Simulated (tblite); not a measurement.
Species: C2H11Si3 (doublet state).
Z-matrix (Å and degrees, GFN2-xTB geometry), rows numbered from 1:
```
Si
C   1  1.8998
Si  2  1.9082  1  112.96
C   2  1.5336  1  111.06  3   125.07
Si  4  1.9035  2  112.75  1    49.23
H   1  1.4634  2  113.19  3   -63.24
H   1  1.4642  2  113.19  3    63.01
H   2  1.0966  1  107.02  3  -117.69
H   3  1.4655  2  109.93  1  -177.33
H   3  1.4638  2  109.58  1   -56.99
H   3  1.4646  2  108.81  1    63.05
H   4  1.0930  2  109.52  1   172.32
H   4  1.0928  2  109.40  1   -72.08
H   5  1.4711  4  108.14  2   158.42
H   5  1.4650  4  109.76  2    39.88
H   5  1.4636  4  110.84  2   -82.43
```

Calculated harmonic vibrations of the isolated species, GFN2-xTB (tblite), most abundant isotopes, no scaling. Against measured fundamentals such values can be off by several per cent, at times by over 20. Modes of hydrogen on silicon can be 10 to 20 % off. One conformer, not necessarily the lowest. Open shells enter through the occupations alone, without spin polarisation, and single modes of such species can be off by tens of per cent.

Harmonic wavenumbers (cm⁻¹): 77.0, 124.3, 132.9, 145.2, 167.9, 196.5, 261.6, 284.1, 486.9, 494.5, 510.0, 516.6, 553.1, 571.9, 662.6, 742.5, 752.9, 767.5, 779.1, 784.1, 787.4, 797.2, 807.5, 811.6, 844.2, 1064.7, 1096.2, 1118.5, 1252.7, 1291.2, 1501.5, 2193.1, 2236.1, 2237.2, 2241.9, 2244.1, 2251.3, 2257.8, 2263.7, 2896.2, 2940.8, 2963.8.

A = 3325, B = 1380, C = 1036 MHz; mass 119.017 u (most abundant isotopes); point group C1, symmetry number 1; spin multiplicity 2.

**Question.** Zero-point energy?

**Answer.** Half the sum of the wavenumbers: 23555 cm⁻¹ = 281.78 kJ/mol.

**Question.** What is S at 200 K and 1 bar for an ideal gas of classical rigid rotors and harmonic oscillators?

**Answer.** Translation 160.16, rotation 114.70, vibration 69.58, spin (R ln 2) 5.76: S = 350.2 J/(mol K).

**Question.** And Cp and H(200 K) − H(0)?

**Answer.** Cp = 120.17 J/(mol K), of which vibrations give 86.91 (their classical limit is 42 R = 349.2); H(200 K) − H(0) = 14.87 kJ/mol without the zero-point energy, 8.22 from vibrations.

**Question.** What must be added to the electronic energy to get the Gibbs energy at 200 K and 1 bar?

**Answer.** ZPE + [H(200 K) − H(0)] − T·S = 281.78 + 14.87 − 70.04 = 226.61 kJ/mol.

**Question.** How do the functions run with temperature in this model?

**Answer.** 
```tsv
T (K)	S (J/(mol K))	Cp (J/(mol K))	H − H(0) (kJ/mol)	G − H(0) (kJ/mol)	ln q(vib)
50	241.0	50.0	1.91	-10.14	0.19
100	284.3	76.0	5.10	-23.33	1.07
298.15	406.4	163.1	28.82	-92.35	5.90
373.15	446.0	190.1	42.10	-124.33	7.83
500	506.9	225.5	68.58	-184.85	11.05
750	608.1	273.5	131.41	-324.66	17.03
1000	691.4	304.8	203.96	-487.41	22.43
```

q(vib) and H(0) count from the zero-point level.

**Question.** Blend soft modes into free rotors: weight 1/[1 + (100 cm⁻¹/ν̃)⁴] for the oscillator and the rest for a rotor with moment μB/(μ + B), μ = h/(8π²ν), B = 10⁻⁴⁴ kg m². What vibrational entropy results?

**Answer.** 68.48 J/(mol K) in place of 69.58, which changes −T·S at 200 K by +0.22 kJ/mol.

Hindered rotation and anharmonicity are outside this model. Other conformers, if any are populated, would add a mixing term that is left out. The structure is chiral; the term R ln 2 for an equal mix with its mirror image is left out.
